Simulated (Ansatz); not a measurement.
A barrier at the coupled-cluster level

Start structure (BSi₄H₁₀Cl₂OF, closed shell), relaxed at PBE0-D4/def2-TZVP:

B1  (-0.281, 0.906, 2.311)
Cl2  (-1.397, 2.153, 1.675)
Cl3  (-0.049, 0.830, 4.038)
O4  (0.351, 0.086, 1.491)
Si5  (0.444, -0.159, -0.182)
Si6  (2.300, -1.549, -0.500)
Si7  (0.810, 1.882, -1.288)
Si8  (-1.484, -1.181, -1.035)
H9  (-2.933, 0.373, 1.797)
F10  (-2.988, -0.550, 1.863)
H11  (2.127, -2.835, 0.225)
H12  (2.423, -1.819, -1.958)
H13  (3.540, -0.880, -0.024)
H14  (1.662, 2.762, -0.443)
H15  (-0.457, 2.586, -1.610)
H16  (1.530, 1.586, -2.557)
H17  (-2.648, -0.259, -1.019)
H18  (-1.806, -2.445, -0.328)
H19  (-1.143, -1.486, -2.454)
(Å)

The step: BSi₄H₉Cl₂O ([SiH3][Si]([SiH3])([SiH3])[O][B]([Cl])[Cl]) + HF → BSi₄H₉ClOF ([F][B]([Cl])[O][Si]([SiH3])([SiH3])[SiH3]) + HCl; bonds formed: B1–F10, Cl2–H9; bonds broken: B1–Cl2, H9–F10. Program: Ansatz 0.2.0. Basis: def2-TZVPP and def2-QZVPP. Cores are frozen in the correlated methods. Extrapolation: Hartree–Fock as exp(−7.88 √X), correlation as X^−2.97. Energies below are by CCSD(T) at an estimated basis limit (MP2 extrapolated from triple and quadruple zeta, plus CCSD(T) − MP2 in triple zeta).

**Question.** What are the electronic barrier and the energy of the step, from the start structure to the end structure? (To be estimated.)

**Answer.** Computed: Barrier 22.58 kcal/mol; step energy -12.19 kcal/mol (downhill); reverse barrier, their difference, 34.77 kcal/mol. Barrier and step energy count from the start structure, the reverse barrier from the end structure.

The saddle point: One imaginary mode of 757i cm⁻¹.
| pair | start (Å) | saddle (Å) | end (Å) |
| --- | --- | --- | --- |
| B1–F10 | 3.11 | 1.59 | 1.33 |
| Cl2–H9 | 2.35 | 1.59 | 1.28 |
| B1–Cl2 | 1.79 | 2.10 | 3.35 |
| H9–F10 | 0.93 | 1.12 | 2.60 |

Zero-point energy (harmonic, PBE0-D4): ZPE is 61.95 kcal/mol at the start and 60.11 kcal/mol at the saddle, so the barrier goes from 22.58 to 20.74 kcal/mol.

The T1 diagnostic stays at or below 0.014.

Labels in which every atom is bracketed show which atoms are joined, not bond orders.

For scale, one of the runs: CCSD(T)/def2-TZVPP, 485 basis functions, launched by `ansatz run in.yaml --threads 4 --pin off --events-out ev --progress --plain --max-ram 46080MiB --backend cuda --devices 0, --max-vram 37GiB`. Hardware: 4 CPU threads of an AMD EPYC 7R13 and a share of one NVIDIA H100, shared host. Wall time 30 s; peak host memory 1.1 GiB.
